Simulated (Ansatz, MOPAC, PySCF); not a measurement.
Noncovalent pair: NH3 (SMILES N) (first 4 atoms) with CHN (SMILES C#N); geometry from B3LYP-D3(BJ)/def2-TZVP, rigid monomers moved along the line of their centres of mass till N1···H7 is 2.90 Å.
(charge 0, multiplicity 1):
| atom | x (Å) | y (Å) | z (Å) |
|---|---|---|---|
| N | -0.3143 | 0.0262 | 0.0127 |
| H | -1.1880 | 0.4366 | -0.2992 |
| H | 0.4363 | 0.5891 | -0.3731 |
| H | -0.2471 | -0.8937 | -0.4094 |
| C | -0.1146 | -0.1550 | 3.9909 |
| N | -0.0586 | -0.2059 | 5.1361 |
| H | -0.1681 | -0.1067 | 2.9070 |

Counterpoise-corrected where a basis set is named; no monomer relaxation.

Correlated levels freeze the cores. CBS: X⁻³ extrapolation of the correlation energy, Hartree–Fock from the larger set. The state that AM1, PM3 reach isn't checked.

Codes used: Ansatz (Gaussian orbitals); MOPAC for AM1, PM3 (differences of heats of formation); PySCF for the dispersion terms. Each number belongs to the level named beside it.

```
level                                                     interaction energy (kcal/mol)
--------------------------------------------------------  -----------------------------
AM1                                                                               -2.03
PM3                                                                               -1.74
HF/aug-cc-pVTZ                                                                    -4.07
B3LYP-D3(BJ)/def2-TZVPPD                                                              …
PBE0/def2-TZVPPD                                                                  -4.12
PBE0-D4/def2-TZVPPD                                                                   …
MP2/aug-cc-pVTZ                                                                   -4.09
MP2/CBS(aug-cc-pVDZ, aug-cc-pVTZ)                                                 -4.12
MP2/CBS(aug-cc-pVDZ, aug-cc-pVTZ) + ΔCCSD(T)/aug-cc-pVDZ                          -4.07
```

Problem. Fill in the missing entries.

Solution. 
- B3LYP-D3(BJ)/def2-TZVPPD, interaction energy (kcal/mol): -4.23
- PBE0-D4/def2-TZVPPD, interaction energy (kcal/mol): -4.37

Ansatz is a quantum-chemistry and plane-wave program.
